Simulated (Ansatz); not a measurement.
The same path of CH₈AlClSi₂ (13 atoms, charge 0, multiplicity 1) was run twice with different band settings. The coordinate that changes most is the dihedral H7–Si1–C2–Al3.

Method: Ansatz 0.2.0, RKS PBE0/cc-pVDZ.

Relaxed end points:

```xyz
13
Properties=species:S:1:pos:R:3
Si -1.355 0.891 1.479
C 0.383 0.149 1.398
Al 0.646 -1.169 -0.035
Si 1.096 -0.414 -2.336
Cl -0.874 -0.325 -3.124
H -1.485 1.860 2.619
H -1.674 1.614 0.204
H -2.377 -0.192 1.669
H 1.088 0.990 1.271
H 0.588 -0.326 2.374
H 0.446 -2.730 0.238
H 1.863 -1.343 -3.230
H 1.674 0.960 -2.511
```

```xyz
13
Properties=species:S:1:pos:R:3
Si -1.348 0.939 1.478
C 0.435 0.327 1.339
Al 0.708 -1.118 0.035
Si 1.026 -0.585 -2.349
Cl -0.979 -0.651 -3.048
H -2.260 -0.193 1.853
H -1.482 2.012 2.519
H -1.813 1.494 0.163
H 1.061 1.199 1.076
H 0.742 -0.026 2.340
H 0.599 -2.649 0.477
H 1.793 -1.570 -3.182
H 1.539 0.786 -2.685
```

Common settings: movable images 5; spring 5.0 eV/Å²; start path through a guess of the saddle point; force threshold 0.05 eV/Å; iteration limit 44; end points relaxed.

| run | climbing image | optimiser |
| --- | --- | --- |
| 1 | yes | quadratic models (default) |
| 2 | from the first iteration | lbfgs |

Question: What does each run give, and how far can it be trusted?

Answer: Run 1: converged after 12 iterations, highest image 0.039 eV above the first end. A vibrational analysis at the climbing image gives one clearly imaginary mode, 85i cm⁻¹, and a faint second one (18i cm⁻¹) that may be numerical noise or a soft torsion: probably a first-order saddle point.
Run 2: converged after 29 iterations, highest image 0.050 eV above the first end. The order of the stationary point at the top wasn't checked.
